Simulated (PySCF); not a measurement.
Spectrum to structure. Computed with PySCF, TDDFT CAM-B3LYP/def2-SVPD, vertical, gas phase, core orbitals frozen in the response. Geometries: GFN2-xTB, one conformer each.

```
state  λ (nm)       f
   S1   204.6   0.186
   S2   196.5  0.0078
   S3   178.3   0.020
   S4   175.5   0.026
   S5   171.6  0.0053
   S6   160.5  0.0076
   S7   159.0  0.0042
   S8   155.4   0.051
```

Triplets computed (Tamm–Dancoff): 3.93, 5.37, 6.17 eV.

Question: Which structure fits? All have the formula C5H4F2O2.
A. `FC(F)Oc1ccco1`
B. `O=C(F)[C@H]1C[C@H]1C(=O)F`
C. `FCC1=C(F)OC=CO1`

Answer: A. Its S1, at 6.06 eV, is the highest among the candidates; the nearest of the others has S1 at 5.79 eV. S1 is HOMO→LUMO (96%). Löwdin shares by element: HOMO carbon 75% or more (atoms not listed hold the other 25%); LUMO carbon 52% or more, oxygen 18% or more (atoms not listed hold the other 30%). At the same level the other candidates give, for their lowest levels:
- `FCC1=C(F)OC=CO1`: 284 nm (f 0.002); 226 nm (f 0.015); 195 nm (f 0.008); 189 nm (f 0.018); 183 nm (f 0.035); T1 3.22 eV; HOMO -7.58, LUMO 0.42 eV
- `O=C(F)[C@H]1C[C@H]1C(=O)F`: 214 nm (f 0.000); 207 nm (f 0.002); 161 nm (f 0.175); 160 nm (f 0.051); 152 nm (f 0.036); T1 5.26 eV; HOMO -10.68, LUMO -0.34 eV

The values belong to the conformer `[F:1][CH:2]([F:3])[O:4][c:5]1[cH:6][cH:7][cH:8][o:9]1`: F1–C2–O4–C5 -81°, C2–O4–C5–C6 180°.
